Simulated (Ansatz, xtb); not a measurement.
# BF2H2Si: which of two isomers lies lower

Structure I: `B[Si](F)F`, a doublet. Structure II: `FB(F)[SiH2]`, a doublet. Both are isolated molecules in the gas phase, relaxed with B3LYP-D3(BJ)/6-311G**; the shapes shown needn't be the lowest conformers.

I (Å):

```xyz
6

B    -1.1268    1.1558    0.5887
F    -3.4331   -0.7438   -0.3503
F    -2.9413    1.1638   -1.9642
Si   -2.4862    0.5318   -0.5633
H    -0.5364    2.1242    0.2467
H    -0.9449    0.5419    1.5854
```

II (Å):

```xyz
6

B     0.5003   -0.4495    0.8981
F     1.5017   -1.3137    1.0136
F     0.2097    0.2858    1.9649
Si   -0.5933   -0.3462   -0.7607
H    -1.4180    0.8647   -0.9714
H    -0.0076   -0.8815   -2.0101
```

Quicker runs give these differences E(II) − E(I): GFN2-xTB +84.2 kJ/mol; HF/STO-3G −251.2 kJ/mol (at GFN2-xTB geometries); r2SCAN-D4/def2-SVP −71.5 kJ/mol (at GFN2-xTB geometries).

Q: Estimate E(II) − E(I) at the level CCSD(T)/def2-SVP + ΔMP2/def2-TZVPP.

A: Calculated at CCSD(T)/def2-SVP + ΔMP2/def2-TZVPP: E(II) − E(I) = −19.5 kJ/mol, so structure II lies lower.

Level by level:

```
                             level               geometry  E(II) − E(I) (kJ/mol)  departure from the last row (kJ/mol)  job, with rough time for the two
                          GFN2-xTB               GFN2-xTB                   +84.2                                +103.7              optimisation, 0.28 s
                         HF/STO-3G               GFN2-xTB                  −251.2                                −231.8              single point, 0.36 s
                r2SCAN-D4/def2-SVP               GFN2-xTB                   −71.5                                 −52.0                 single point, 4 s
             B3LYP-D3(BJ)/6-311G**  B3LYP-D3(BJ)/6-311G**                   −47.3                                 −27.8                optimisation, 54 s
                       HF/def2-SVP  B3LYP-D3(BJ)/6-311G**                   −90.2                                 −70.7           part of the CCSD(T) run
                      MP2/def2-SVP  B3LYP-D3(BJ)/6-311G**                   −75.5                                 −56.0           part of the CCSD(T) run
                  CCSD(T)/def2-SVP  B3LYP-D3(BJ)/6-311G**                   −80.3                                 −60.8                      single point
CCSD(T)/def2-SVP + ΔMP2/def2-TZVPP  B3LYP-D3(BJ)/6-311G**                   −19.5                                                      single point, 19 s
```

As drawn, II has 2 B–F, 2 Si–H in place of 2 F–Si, 2 B–H.

GFN2-xTB puts the two in the other order. The largest departure from CCSD(T)/def2-SVP + ΔMP2/def2-TZVPP is that of HF/STO-3G, 231.8 kJ/mol. The last row adds to CCSD(T) the change of the MP2 difference between the two basis sets, here +60.8 kJ/mol, a large step that makes the value less sure.

With harmonic frequencies from B3LYP-D3(BJ)/6-311G** (ideal gas, rigid rotor, one conformer each, 298.15 K, 1 atm): the zero-point term adds −2.6 kJ/mol; ΔH is −22.4 and ΔG −23.2 kJ/mol.

Open shells are spin-unrestricted. The correlated steps freeze 8 core orbitals. Programs: Ansatz 0.2.0, xtb 6.7.1; the last row on 2 threads of Intel(R) Xeon(R) Platinum 8259CL CPU @ 2.50GHz (Skylake/Cascade Lake) on a shared host.
